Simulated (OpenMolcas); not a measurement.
# What dynamic correlation does to the levels of V2+

| Item | Value |
| --- | --- |
| Program | OpenMolcas 26.06 |
| Basis | ANO-R3 [7s5p5d3f2g1h] |
| Scalar Hamiltonian | X2C, finite nucleus |
| Active space | 3 electrons in 5 orbitals (3d) |
| State averaging | 2S+1 = 4 even, 10 roots; 2S+1 = 2 even, 40 roots |
| Spin-orbit coupling | state interaction with AMFI integrals over the reference wave functions, term energies averaged over their components |

Methods on the same reference wave functions:
A. CASSCF
B. SS-CASPT2, IPEA 0.25 Eh, imaginary shift 0.1 Eh (closed shells correlated: 3s 3p)
C. MS-CASPT2, IPEA 0.25 Eh, imaginary shift 0.1 Eh (closed shells correlated: 3s 3p)

Energies in cm-1 above 3d3 4F 3/2, the measured ground level; measured values from Sugar and Corliss, J. Phys. Chem. Ref. Data 7, 1191 (1978).

```tsv
Level	A	B	C	Measured
3d3 4F 3/2	0.0	0.0	0.0	0.0
3d3 4F 5/2	155	156	156	146
3d3 4F 7/2	368	370	370	342
3d3 4F 9/2	636	637	637	584
3d3 4P 1/2	14888	11820	11820	11514
3d3 4P 3/2	14963	11890	11880	11592
3d3 2G 7/2	15025	11230	11230	11966
3d3 4P 5/2	15136	12070	12070	11770
3d3 2G 9/2	15252	11460	11460	12187
3d3 2P 1/2	19838	15930	14950	15580
3d3 2H 9/2	19858	16190	16460	16811
3d3 2P 3/2 [75 %]	19944	16330	14970	
3d3 2H 11/2	20035	16370	16640	16978
3d3 2D 3/2(1)	21545	15500	15860	
3d3 2D 5/2(1)	21727	15970	15960	16375
3d3 2F 7/2	34269	27510	27510	27728
3d3 2F 5/2	34368	27600	27600	27847
3d3 2D 5/2(2)	53461	43020	43030	42267
3d3 2D 3/2(2)	53579	43130	43160	42371
```

Deviations, from unrounded energies. A percentage is the sum of absolute deviations over the sum of measured energies, with the sign that they share, or ± where signs differ.

```json
{"Against measurement": "mean absolute deviation (cm-1)", "Levels": "16", "A": "4200", "B": "400", "C": "390"}
{"Against measurement": "fine structure of the ground term (%)", "Levels": "3", "A": "+8.2", "B": "+8.5", "C": "+8.5"}
{"Against measurement": "other terms of the ground configuration (%)", "Levels": "13", "A": "+25.4", "B": "±2.4", "C": "±2.3"}
```

B, C lie about equally close to measurement and A furthest from it. The largest miss of C in the table is 3d3 2D 3/2(2), by +790 cm-1. The ranking rests on the paired levels alone, and a cruder setting can come out closer through cancelling errors.

Between B and C the level of the table that moves most is 3d3 2P 3/2 [75 %], by 1400 cm-1 (lowest in C, highest in B). Moves below CASPT2's spread within the term are not significant.

The mean deviations of B to C differ by less than CASPT2's widest spread within a term (980 cm-1), so their order carries little weight.

From A to B the spin-free energies of the other terms of 3d3 shown, above 4F, scale by factors of 0.73 to 0.81, as is usual when dynamic correlation screens the repulsion within a d or f shell.

The lowest spin-free term lies below A's lowest term by 0.388 hartree in B, 0.388 hartree in C.

Term energies are means over components that CASPT2 splits; among the terms shown or strongly mixed into the levels shown the widest spread is 980 cm-1 (3d3 4F, C). Without dynamic correlation excited terms often stand tens of per cent too high (terms of higher spin than the ground term too low), and those without a measured partner can miss by more than the paired ones (holds for A). Some levels mix across a computed gap that differs much from the measured one, so their mixing is not that of the real levels (holds for A). The CASPT2 spread within a term exceeds the gap to the next term for 3d3 2D(1) and 3d3 2P, 3d3 2P and 3d3 2H, so the order of their levels is uncertain, and so are names and mixing where such terms share a J (holds for B). Computed and measured levels are paired by configuration, term and J; levels that our copy of the source lacks, or whose pairing is in doubt (as where it misses far off the trend of its configuration), stay unpaired and out of the deviations. Only configurations of the active space appear.

A share in square brackets marks a mixed level and gives the weight of the term that names it, the lowest over the columns. A number in round brackets counts repeated terms of one configuration in the order of the reference energies.
